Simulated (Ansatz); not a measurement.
A run for Ansatz (an electronic-structure program): R-SVWN5/def2-TZVPP on H4InNO (SMILES [NH2][InH][OH]), a point of a torsion scan. Elements past Kr take the def2 small-core potentials; no spin–orbit coupling.

Ansatz 0.2 input:
```yaml
crystal:
  periodic: [false, false, false]
  atoms:
    - {symbol: N, position_ang: [1.43077620, -0.68155181, 0.03570807]}
    - {symbol: In, position_ang: [-0.30940871, 0.35904479, 0.27818499]}
    - {symbol: O, position_ang: [-0.33537007, 1.14206297, 2.06234361]}
    - {symbol: H, position_ang: [1.91130139, -0.55415168, 0.92509726]}
    - {symbol: H, position_ang: [2.03591650, -0.29716476, -0.68414121]}
    - {symbol: H, position_ang: [-1.66214365, 0.53634320, -0.73920987]}
    - {symbol: H, position_ang: [-1.10500088, 1.61028690, 2.37907815]}
basis:
  gaussian:
    orbitals: def2-TZVPP
hamiltonian:
  xc: {name: SVWN5}
scf: {lower_state_search: off}
```

The log:

```
WARN ansatz: RAYON_NUM_THREADS=1 ignored (pool sized by the plan → 1); use --threads N
Functional definition: SVWN5
these checks for a lower state are left out or cut short: stability, starts, cluster_reference, orbital_swaps, neighbouring_geometries, increment
integrals: 0.07 GiB planned
930 factors; their error is unknown
mean field: 0.53 GiB planned
mean field evaluation 1: about -8722.7192 eV, gradient 1.0e2 eV
mean field evaluation 2: about -8543.2518 eV, gradient 2.4e2 eV
mean field evaluation 4: about -8739.3393 eV, gradient 3.9e1 eV
mean field evaluation 8: about -8742.2354 eV, gradient 3.5e-1 eV
mean field evaluation 16: about -8742.2283 eV, gradient 5.5e-4 eV
mean field -8742.22827256 eV, -321.2709633213 hartree, gradient 6.3e-6 eV, S^2 0.000000; 0 other end points of the search recorded, 0 dependent functions left out
reference -8742.22832494 eV, -321.2709652465 hartree; 20, 20 occupied and 148, 148 virtual orbitals, 930 factors
Total energy: -8742.22832494 eV, -321.2709652465 hartree
Checks for a lower state left out: stability, starts, cluster_reference, orbital_swaps, neighbouring_geometries, increment
```

Self-consistency was reached.

Cost: roughly 2.1 core-seconds.
